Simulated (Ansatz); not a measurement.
Geometry optimisation, UKS PBE/def2-SVP (Ansatz).

input.yaml

```yaml
crystal:
  periodic: [false, false, false]
  atoms:
    - { symbol: W, position_ang: [-0.212848, -0.18632, -0.477025] }
    - { symbol: Cl, position_ang: [0.53591, 0.145356, 3.016543] }
    - { symbol: H, position_ang: [1.235186, 0.151322, 0.332803] }
    - { symbol: H, position_ang: [-0.083433, 1.267105, 0.363649] }
    - { symbol: Cl, position_ang: [-2.402231, 0.371596, -0.040062] }
    - { symbol: F, position_ang: [0.195521, -1.910704, 0.179571] }
    - { symbol: F, position_ang: [0.166183, 0.040571, -2.286642] }
    - { symbol: O, position_ang: [-0.282513, 0.074063, 4.451765] }
    - { symbol: H, position_ang: [-0.336175, -0.884088, 4.646499] }
magnetization:
  spin_polarized: true
  initial_magnetization: 1
basis:
  gaussian: { orbitals: def2-SVP }
hamiltonian:
  xc: pbe
relax:
  f_tol: 0.03
  max_steps: 50
```

Command:

```bash
$ ansatz run input.yaml --threads 4 --pin off --max-ram 5120MiB --backend cpu --events-out ev --progress --plain --runs-dir out
```

Question: Where does it end, and by what steps?

Answer: It converged. After 33 steps the energy has fallen by 4.649 eV; O8 moved furthest, 2.41 Å. Parted: Cl2–O8 (1.65 → 3.27 Å). Joined: W1–Cl2 (3.59 → 2.30 Å), W1–O8 (4.94 → 1.87 Å), H3–H4 (1.73 → 0.78 Å).

```json
{"step": "0", "energy less start (eV)": "0.0000", "largest force component (eV/Å)": "1.676", "accepted": "yes"}
{"step": "2", "energy less start (eV)": "-0.1097", "largest force component (eV/Å)": "0.427", "accepted": "yes"}
{"step": "4", "energy less start (eV)": "-0.2315", "largest force component (eV/Å)": "0.508", "accepted": "yes"}
{"step": "6", "energy less start (eV)": "-0.4193", "largest force component (eV/Å)": "0.683", "accepted": "yes"}
{"step": "8", "energy less start (eV)": "-0.5311", "largest force component (eV/Å)": "0.605", "accepted": "yes"}
{"step": "10", "energy less start (eV)": "-0.6625", "largest force component (eV/Å)": "0.772", "accepted": "yes"}
{"step": "12", "energy less start (eV)": "-0.8121", "largest force component (eV/Å)": "0.782", "accepted": "yes"}
{"step": "14", "energy less start (eV)": "-1.0195", "largest force component (eV/Å)": "0.978", "accepted": "yes"}
{"step": "16", "energy less start (eV)": "-1.4548", "largest force component (eV/Å)": "0.911", "accepted": "yes"}
{"step": "18", "energy less start (eV)": "-1.7946", "largest force component (eV/Å)": "0.915", "accepted": "yes"}
{"step": "20", "energy less start (eV)": "-1.8960", "largest force component (eV/Å)": "0.956", "accepted": "yes"}
{"step": "22", "energy less start (eV)": "-3.0853", "largest force component (eV/Å)": "1.776", "accepted": "yes"}
{"step": "24", "energy less start (eV)": "-3.6782", "largest force component (eV/Å)": "6.929", "accepted": "no"}
{"step": "26", "energy less start (eV)": "-4.3532", "largest force component (eV/Å)": "0.462", "accepted": "yes"}
{"step": "28", "energy less start (eV)": "-4.6086", "largest force component (eV/Å)": "0.352", "accepted": "yes"}
{"step": "30", "energy less start (eV)": "-4.6414", "largest force component (eV/Å)": "0.284", "accepted": "yes"}
{"step": "32", "energy less start (eV)": "-4.6484", "largest force component (eV/Å)": "0.071", "accepted": "yes"}
{"step": "33", "energy less start (eV)": "-4.6491", "largest force component (eV/Å)": "0.024", "accepted": "yes"}
```

```xyz
9
Properties=species:S:1:pos:R:3
W -0.275 -0.145 1.219
Cl 1.098 1.242 2.434
H 1.152 0.701 -0.361
H 0.549 1.195 -0.446
Cl -1.921 1.482 0.916
F 0.991 -1.587 1.417
F -0.752 -0.937 -0.406
O -1.248 -1.037 2.548
H -0.778 -1.845 2.867
```

Whether the end is a true minimum wasn't checked by a vibrational analysis.

Run time: 98 s on 4 threads of Arm Neoverse V2, with other jobs on the host, peak memory 0.24 GiB.
